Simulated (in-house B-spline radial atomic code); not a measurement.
Se⁵⁺. Computed with a B-spline radial atomic code. Model: all-electron spherical atom, spin shells full or empty, radial basis limit, no spin-orbit coupling: exact exchange with a local potential (Slater, KLI or optimised effective potential, whose far tail is KLI's), no correlation.

Empty minority-spin level lies below the highest occupied level: each spin potential is zero at infinity, spin occupations fixed.

Exchange potential has not reached -1/r at the last radius.

The run also made RPA and GW results, which its time includes.

The Slater potential averages the orbital exchange potentials with the orbital densities as weights, KLI adds orbital constants, and the optimised effective potential minimises the exact-exchange energy among local potentials. So their energies lie above Hartree-Fock in the order OEP, KLI, Slater. All fall off as −1/r, unlike LDA and GGA exchange.

Command:
```bash
python run_gw.py task.json out
```
Settings (lengths in bohr, energies in hartree):
```
Z                      34
electrons              29
configuration          [Ar] 3d10 4s1
hamiltonian            nr
method                 slater
lmax                   9
spin_polarised         True
box_radius             10.43
intervals              70
ion_configuration      [Ar] 3d10
```

Run time, properties included: 12 s on 1 thread of Arm Neoverse N1, on a shared host.

Given: hamiltonian non-relativistic; mean-field start Slater potential.

Computed: energy above Hartree-Fock 221.73 millihartree; virial ratio -E/T less 1 -0.013166.

| radius (bohr) | r times exchange potential up (hartree bohr) | r times exchange potential down (hartree bohr) |
| --- | --- | --- |
| 0.00147 | -0.05148 | -0.051428 |
| 0.00181 | -0.063333 | -0.063269 |
| 0.00223 | -0.077935 | -0.077856 |
| 0.00275 | -0.095935 | -0.095838 |
| 0.00339 | -0.11794 | -0.11782 |
| 0.00418 | -0.14485 | -0.1447 |
| 0.00516 | -0.17777 | -0.17759 |
| 0.00635 | ? | ? |
| 0.00783 | -0.26433 | -0.26408 |
| 0.00965 | -0.32027 | -0.31996 |
| 0.0119 | -0.3856 | -0.38525 |
| 0.0147 | -0.46066 | -0.46026 |
| 0.0181 | -0.5423 | -0.54185 |
| 0.0223 | -0.62898 | -0.62851 |
| 0.0275 | -0.71589 | -0.71542 |
| 0.0338 | -0.7938 | -0.79337 |
| 0.0417 | -0.85495 | -0.85463 |
| 0.0514 | -0.88662 | -0.88648 |
| 0.0634 | -0.89193 | -0.89192 |
| 0.0781 | -0.91231 | -0.91192 |
| 0.0963 | -0.99786 | -0.99651 |
| 0.119 | -1.1404 | -1.1381 |
| 0.146 | ? | ? |
| 0.18 | -1.3831 | -1.381 |
| 0.222 | -1.3919 | -1.391 |
| 0.274 | -1.3146 | -1.3135 |
| 0.338 | -1.3272 | -1.3195 |
| 0.416 | -1.5082 | -1.4955 |
| 0.513 | -1.7101 | -1.6987 |
| 0.632 | -1.8127 | -1.8065 |
| 0.779 | -1.7741 | -1.7807 |
| 0.96 | -1.5912 | -1.6494 |
| 1.18 | -1.3089 | -1.4757 |
| 1.46 | -1.0913 | -1.3061 |
| 1.8 | -1.0226 | -1.1787 |
| 2.22 | -1.0089 | -1.0957 |
| 2.73 | -1.0042 | -1.0488 |

Q: What belongs in the row 0.00635?

A: r times exchange potential up (hartree bohr): -0.21696; r times exchange potential down (hartree bohr): -0.21675.

Q: What belongs in the row 0.146?

A: r times exchange potential up (hartree bohr): -1.2832; r times exchange potential down (hartree bohr): -1.2806.

```tsv
occupied	level (hartree)	Hartree-Fock level (hartree)
1s up	-460.36	-463.46
1s down	-460.34	-463.45
2s up	-61.85	-63.22
2s down	-61.838	-63.205
2p up	?	?
2p down	-56.174	-56.815
3s up	-10.949	-11.452
3s down	-10.944	-11.416
3p up	-8.9377	-9.1704
3p down	?	?
3d up	-5.3169	-5.1614
3d down	-5.3202	-5.1521
4s up	-3.122	-2.9295
```

Q: What belongs in the row 2p up?

A: level (hartree): -56.186; Hartree-Fock level (hartree): -56.821.

Q: What belongs in the row 3p down?

A: level (hartree): -8.9346; Hartree-Fock level (hartree): -9.1559.

```csv
empty,level (hartree)
4s down,-3.2178
4p down,?
4p up,-2.5938
4d down,-1.8528
4d up,-1.7891
5s down,-1.5444
5s up,?
5p down,-1.3524
5p up,-1.3318
```

Q: What belongs in the row 4p down?

A: level (hartree): -2.6824.

Q: What belongs in the row 5s up?

A: level (hartree): -1.522.

The highest level, 4s up, differs from Hartree-Fock by -5.2 eV and the deepest, 1s up, by +84.6 eV: the Slater potential lacks the response part and is deeper than the optimised one throughout, so the top level comes too deep.
